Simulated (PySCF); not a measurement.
Spin-rotation constants: SMILES CCCSCC#N, C$_{5}$H$_{9}$NS

Molfile (atoms numbered from 1):
```
C5H9NS
     RDKit          3D

 16 15  0  0  0  0  0  0  0  0999 V2000
   -2.3225   -0.4979   -0.0606 C   0  0  0  0  0  0  0  0  0  0  0  0
   -1.0725    0.3677   -0.1674 C   0  0  0  0  0  0  0  0  0  0  0  0
   -0.0700   -0.0008    0.9148 C   0  0  0  0  0  0  0  0  0  0  0  0
    1.3606    1.1250    0.9908 S   0  0  0  0  0  0  0  0  0  0  0  0
    2.2347    0.7001   -0.5726 C   0  0  0  0  0  0  0  0  0  0  0  0
    2.4934   -0.7067   -0.6336 C   0  0  0  0  0  0  0  0  0  0  0  0
    2.6510   -1.8393   -0.6500 N   0  0  0  0  0  0  0  0  0  0  0  0
   -3.0279   -0.2415   -0.8470 H   0  0  0  0  0  0  0  0  0  0  0  0
   -2.0655   -1.5504   -0.1573 H   0  0  0  0  0  0  0  0  0  0  0  0
   -2.8087   -0.3484    0.9007 H   0  0  0  0  0  0  0  0  0  0  0  0
   -1.3421    1.4214   -0.0647 H   0  0  0  0  0  0  0  0  0  0  0  0
   -0.6234    0.2267   -1.1534 H   0  0  0  0  0  0  0  0  0  0  0  0
   -0.5232    0.0855    1.9026 H   0  0  0  0  0  0  0  0  0  0  0  0
    0.3089   -1.0155    0.7866 H   0  0  0  0  0  0  0  0  0  0  0  0
    3.1693    1.2614   -0.5458 H   0  0  0  0  0  0  0  0  0  0  0  0
    1.6305    1.0216   -1.4232 H   0  0  0  0  0  0  0  0  0  0  0  0
  1  2  1  0
  2  3  1  0
  3  4  1  0
  4  5  1  0
  5  6  1  0
  6  7  3  0
  1  8  1  0
  1  9  1  0
  1 10  1  0
  2 11  1  0
  2 12  1  0
  3 13  1  0
  3 14  1  0
  5 15  1  0
  5 16  1  0
M  END
```

The calculation used PySCF 2.14.0, GIAO PBE0/pcSseg-1 magnetisability, rotational g tensor and spin-rotation constants, non-relativistic, gas phase. Geometry: GFN2-xTB.

Give the nuclear spin-rotation constants along the inertial axes (H = +C I·J) beside the isotropic shieldings.

Rotational constants 2.9447, 1.3530, 1.0543 GHz. A star marks the isotopologue with that one atom substituted, in its own axes.
```tsv
atom	isotope	Caa (kHz)	Cbb (kHz)	Ccc (kHz)	mean (kHz)	σ (ppm)
N7	14N	0.621	0.123	0.189	0.311	-37.6
H8	1H	-0.194	-0.140	-0.029	-0.121	30.4
H9	1H	-0.290	-0.023	-0.093	-0.135	30.7
H10	1H	-0.202	-0.110	-0.057	-0.123	30.7
H11	1H	-0.275	-0.025	-0.089	-0.130	30.3
H12	1H	-0.206	-0.103	-0.049	-0.119	30.0
H13	1H	-0.203	-0.109	-0.043	-0.118	29.5
H14	1H	-0.225	-0.012	-0.091	-0.109	28.6
H15	1H	-0.056	-0.090	-0.112	-0.086	28.8
H16	1H	-0.208	-0.140	-0.004	-0.117	28.2
C1	13C*	0.392	0.188	0.147	0.242	170.9
C2	13C*	0.486	0.197	0.165	0.282	159.5
C3	13C*	0.487	0.242	0.179	0.303	148.9
S4	33S*	0.679	0.413	0.291	0.461	469.1
C5	13C*	0.428	0.174	0.151	0.251	169.1
C6	13C*	1.289	0.173	0.337	0.600	67.4
```
For the geometry as given, no vibrational averaging.

How do the rotational constants and the g tensor change when H8, H9, H10, H11, H12, H13, H14, H15, H16 are replaced by deuterium?

Constants 2.6482, 1.1661, 0.9437 GHz; g -0.0206, -0.0025, -0.0078, against -0.0221, -0.0030, -0.0086 before.
